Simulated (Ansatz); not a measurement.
`N[SiH](O)S[SiH3]` + `C=C[Si](O)(O)O` → `C=C[Si](O)(O)O[SiH3]` + `N[SiH](O)S`  (ligand exchange at the Si–S bond)

Computed with Ansatz on PBE0-D4/def2-TZVP structures; ΔE is electronic, products minus reactants. CBS: MP2 limit from def2 TZ/QZ plus the TZ coupled-cluster correction, frozen cores. Functionals use def2-TZVPP. One conformer a species, not always the lowest.

`N[SiH](O)S[SiH3]`:

Z-matrix (Å, degrees):
```
Si
O 1 1.644
S 1 2.130 2 103.9
N 1 1.702 2 112.5 3 -121.6
H 1 1.483 2 111.5 3 119.8
H 2 0.959 1 116.5 3 -179.3
Si 3 2.140 1 98.4 2 40.5
H 4 1.007 1 121.7 2 66.6
H 4 1.007 1 119.8 2 -144.3
H 7 1.482 3 112.0 1 -80.8
H 7 1.485 3 105.8 1 160.3
H 7 1.485 3 110.6 1 42.0
```

`C=C[Si](O)(O)O`:

Z-matrix (Å, degrees):
```
Si
C 1 1.848
O 1 1.643 2 110.5
O 1 1.633 2 105.8 3 -124.0
O 1 1.637 2 114.2 3 118.3
C 2 1.331 1 123.3 3 -13.1
H 2 1.089 1 118.5 3 167.8
H 3 0.958 1 117.2 2 -59.4
H 4 0.959 1 116.9 2 -163.4
H 5 0.958 1 116.9 2 -86.3
H 6 1.086 2 122.3 1 -179.1
H 6 1.087 2 121.6 1 0.6
```

`C=C[Si](O)(O)O[SiH3]`:

```xyz
15

C     1.259    0.387   -2.296
C     0.389    0.728   -1.350
Si    0.632    0.299    0.425
O     2.057   -0.465    0.686
O     0.609    1.700    1.260
O    -0.543   -0.717    0.937
Si   -2.158   -0.934    1.073
H     1.106    0.638   -3.342
H     2.172   -0.152   -2.057
H    -0.504    1.277   -1.645
H     2.017   -1.417    0.787
H     0.917    1.685    2.167
H    -2.434   -2.392    1.089
H    -2.870   -0.309   -0.073
H    -2.650   -0.328    2.338
```

`N[SiH](O)S`:

Cartesian coordinates in Å:
```
N 0.675 -1.167 0.490
Si 0.128 0.300 -0.162
O 0.218 1.539 0.915
S -1.942 0.150 -0.669
H 1.659 -1.374 0.535
H 0.155 -1.636 1.214
H 0.965 0.581 -1.354
H -0.117 2.394 0.639
H -1.741 -0.789 -1.609
```

```csv
level,ΔE (kcal/mol)
r2SCAN-D4,-8.3
ωB97X-V,-9.5
B2PLYP,-10.6
PBE,-6.3
MP2/def2-TZVPP,-9.1
CCSD(T)/def2-TZVPP,-9.9
HF/CBS(def2),-15.4
MP2/CBS(def2),-8.5
```

Q: What does CCSD(T)/CBS give? (Estimate.)

A: Ansatz gave: -9.3 kcal/mol. The listed levels differ from it by 1.0, -0.2, -1.3, 3.0, 0.2, -0.6, -6.1, 0.8 kcal/mol.

Largest T1 diagnostic among the species: 0.012.

From PBE to PBE0 (25 % exact exchange), in def2-TZVPP and without D4, ΔE moves by −0.9 kcal/mol. In def2-TZVPP, CCSD(T) changes the Hartree–Fock value by +4.8 kcal/mol (the triples alone add +1.0 kcal/mol) and MP2 by +5.7 kcal/mol.
